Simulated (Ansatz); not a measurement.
Coupled-cluster diagnostics for the cluster Rb4H4, Ansatz.

Geometry of the singlet (PBE0-D4/def2-SVP):

```xyz
8

Rb   -1.7955    0.8312    0.6688
Rb    1.7898   -0.8440   -0.6669
Rb    2.7014   -0.6961    3.2375
Rb   -2.6957    0.7104   -3.2392
H    -3.8179    1.4461   -1.0320
H     0.5341   -0.0074    1.8586
H     3.8236   -1.4347    1.0306
H    -0.5397   -0.0055   -1.8574
```

In the def2 sets Rb takes a core potential; there is no spin–orbit coupling. Correlated methods freeze no core orbitals; core or outer-core shells of Rb are correlated, in sets that lack core-valence functions. The structure comes from a short search, and lower isomers may exist.

(1) Estimate the CCSD(T) correlation energy, the shares of MP2 and (T), T1 and the reference's ⟨S²⟩ for: charge 0, singlet, own geometry in def2-TZVP; and the rough time on 4 threads of Arm Neoverse V1 on a shared host.

Answers

(1) 
```json
{"state": "charge 0, singlet, own geometry", "basis": "def2-TZVP", "correlation (eV)": "-10.974", "MP2 share (%)": "85.8", "(T) share (%)": "1.6", "T1": "0.014", "⟨S²⟩ (pure)": "0.00 (0.00)", "wall time": "59 s"}
```
Customary marks for T1 are 0.02 (closed shells), 0.045 (open shells) and about 0.05 (3d metals). T1 stays under 0.02 throughout.
